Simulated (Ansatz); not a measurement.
Ideal-gas functions of `[AlH2][SiH2][ZnH]` at 298.15 K and 1 bar, from an Ansatz frequency run at PBE0-D4/def2-TZVP.

Molar mass 125.5 g/mol, point group Cs (symmetry number 1), electronic degeneracy 1, moments of inertia 53.787, 355.799, 396.208 u Å². Harmonic wavenumbers (cm⁻¹, unscaled): 66, 87, 283, 302, 352, 374, 417, 463, 521, 590, 619, 776, 911, 1850, 1903, 1913, 2169, 2179.

Use S(trans) = R[1.5 ln M + 2.5 ln T − 1.1517]; rotational temperatures θ = 24.2544 K / I; S(rot) = R[ln(√π/σ · √(T³/θAθBθC)) + 1.5]; for each mode x = 1.438777 ν̃/T, S = R[x/(eˣ − 1) − ln(1 − e⁻ˣ)] and H = RT x/(eˣ − 1); 1 cm⁻¹ = 0.0119627 kJ/mol; R = 8.31446 J/(mol·K).

Problem. By hand: the entropy, in J/(mol·K).

Solution. Translation 169.1. Rotation: θ = 0.4509, 0.0682, 0.0612 K, giving 114.4. Vibration, mode by mode: 17.86, 15.59, 6.34, 5.88, 4.84, 4.45, 3.77, 3.17, 2.54, 1.95, 1.75, 0.95, 0.56, 0.01, 0.01, 0.01, 0.00, 0.00, in all 69.7. Electronic 0.0. Sum 353.2 J/(mol·K).

Problem. By hand: H − E and G − E in kJ/mol, counted from the electronic energy.

Solution. Zero-point energy ½ × 15775 × 0.0119627 = 94.4; thermal vibration 11.4; translation, rotation and pV give 4 RT = 9.9. H − E = 115.7 kJ/mol, and G − E = 115.7 − 298.15 × 353.2/1000 = 10.4 kJ/mol.

Vibration gives 20 % of the entropy, 33.5 J/(mol·K) of it from the modes under 150 cm⁻¹: soft modes count most, and the harmonic formula is weakest for them.
